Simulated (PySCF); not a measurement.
## A small calculation by hand: dipole moment from atomic charges

C2H4F2, SMILES FCCF. Atoms are numbered in the order given.

```xyz
8

F     -1.4521    -0.1686    -0.5464
C     -0.6900     0.3070     0.5047
C      0.6900    -0.3070     0.5047
F      1.4521     0.1686    -0.5464
H     -1.1963     0.0606     1.4671
H     -0.6078     1.4145     0.4219
H      1.1963    -0.0606     1.4671
H      0.6078    -1.4145     0.4219
```

Geometry: PBE-D3(BJ)/def2-SVP. The values are those of a single conformer.

Charges (e) from PBE/def2-TZVPD run with PySCF:

| atom | IAO | ESP fit |
|---|---|---|
| F1 | -0.314 | -0.207 |
| C2 | 0.019 | 0.055 |
| C3 | 0.019 | 0.055 |
| F4 | -0.314 | -0.207 |
| H5 | 0.145 | 0.060 |
| H6 | 0.150 | 0.092 |
| H7 | 0.145 | 0.060 |
| H8 | 0.150 | 0.092 |

The dipole moment of the full density is 2.51 D.

**Question.** What dipole moment does each set of point charges give, and which comes closer to that of the density?

**Answer.** 
μ = Σ q r, and 1 e Å = 4.8032 D.
IAO: Σ q r = (0.000, 0.000, 0.914) e Å, |μ| = 4.39 D.
ESP fit: Σ q r = (0.000, 0.000, 0.535) e Å, |μ| = 2.57 D.
ESP fit comes closer in size. Point charges leave out the atoms' own dipoles (lone pairs, polarised bonds); fits to the potential absorb them, partitions of the density don't.
